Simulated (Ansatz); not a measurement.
Relaxation of CH5I (7 atoms, charge 0, multiplicity 1), to a largest force component of 0.02 eV/Å in at most 40 steps.

Level of theory: UKS LDA/def2-SVP (Ansatz 0.2.0).

```xyz
7
Properties=species:S:1:pos:R:3:forces:R:3
H 0.164 0.221 -2.423 0.07 0.08 0.02
H -0.403 -0.290 -2.580 -0.06 -0.08 0.02
C 0.077 0.237 1.016 -0.12 -0.75 -0.05
I -0.199 -1.883 0.874 0.02 0.15 -0.01
H -0.863 0.717 0.773 -0.71 0.31 -0.19
H 0.377 0.471 2.029 0.22 0.12 0.76
H 0.847 0.527 0.311 0.58 0.16 -0.56
```

**Question.** Where does it end, and by what steps?

**Answer.** The run converged. The force dipped under the threshold on the way, but the program's further checks kept it going. After 23 steps the energy has fallen by 0.097 eV; H2 moved furthest, 0.85 Å.

```json
{"step": "0", "energy less start (eV)": "0.0000", "largest force component (eV/Å)": "0.759", "accepted": "yes"}
{"step": "1", "energy less start (eV)": "-0.0380", "largest force component (eV/Å)": "0.185", "accepted": "yes"}
{"step": "2", "energy less start (eV)": "-0.0487", "largest force component (eV/Å)": "0.132", "accepted": "yes"}
{"step": "3", "energy less start (eV)": "-0.0170", "largest force component (eV/Å)": "1.290", "accepted": "no"}
{"step": "4", "energy less start (eV)": "-0.0545", "largest force component (eV/Å)": "0.408", "accepted": "yes"}
{"step": "5", "energy less start (eV)": "-0.0662", "largest force component (eV/Å)": "0.231", "accepted": "yes"}
{"step": "6", "energy less start (eV)": "-0.0590", "largest force component (eV/Å)": "0.894", "accepted": "no"}
{"step": "7", "energy less start (eV)": "-0.0731", "largest force component (eV/Å)": "0.304", "accepted": "yes"}
{"step": "8", "energy less start (eV)": "-0.0790", "largest force component (eV/Å)": "0.117", "accepted": "yes"}
{"step": "9", "energy less start (eV)": "-0.0840", "largest force component (eV/Å)": "0.055", "accepted": "yes"}
{"step": "10", "energy less start (eV)": "-0.0849", "largest force component (eV/Å)": "0.055", "accepted": "yes"}
{"step": "11", "energy less start (eV)": "-0.0850", "largest force component (eV/Å)": "0.088", "accepted": "yes"}
{"step": "12", "energy less start (eV)": "-0.0874", "largest force component (eV/Å)": "0.025", "accepted": "yes"}
{"step": "13", "energy less start (eV)": "-0.0821", "largest force component (eV/Å)": "0.465", "accepted": "no"}
{"step": "14", "energy less start (eV)": "-0.0906", "largest force component (eV/Å)": "0.016", "accepted": "yes"}
{"step": "15", "energy less start (eV)": "-0.0930", "largest force component (eV/Å)": "0.108", "accepted": "yes"}
{"step": "16", "energy less start (eV)": "-0.0916", "largest force component (eV/Å)": "0.275", "accepted": "no"}
{"step": "17", "energy less start (eV)": "-0.0933", "largest force component (eV/Å)": "0.110", "accepted": "yes"}
{"step": "18", "energy less start (eV)": "-0.0959", "largest force component (eV/Å)": "0.006", "accepted": "yes"}
{"step": "19", "energy less start (eV)": "-0.0958", "largest force component (eV/Å)": "0.135", "accepted": "no"}
{"step": "20", "energy less start (eV)": "-0.0966", "largest force component (eV/Å)": "0.030", "accepted": "yes"}
{"step": "21", "energy less start (eV)": "-0.0968", "largest force component (eV/Å)": "0.059", "accepted": "yes"}
{"step": "22", "energy less start (eV)": "-0.0970", "largest force component (eV/Å)": "0.022", "accepted": "yes"}
{"step": "23", "energy less start (eV)": "-0.0971", "largest force component (eV/Å)": "0.006", "accepted": "yes"}
```

```xyz
7
Properties=species:S:1:pos:R:3
H 0.350 0.154 -2.383
H 0.143 -0.467 -1.947
C -0.053 0.278 0.905
I -0.490 -1.779 0.555
H -0.952 0.752 1.340
H 0.802 0.335 1.604
H 0.201 0.728 -0.074
```

Whether the end is a true minimum wasn't checked by a vibrational analysis.

The run took 29 s on 1 CPU thread of a shared host.
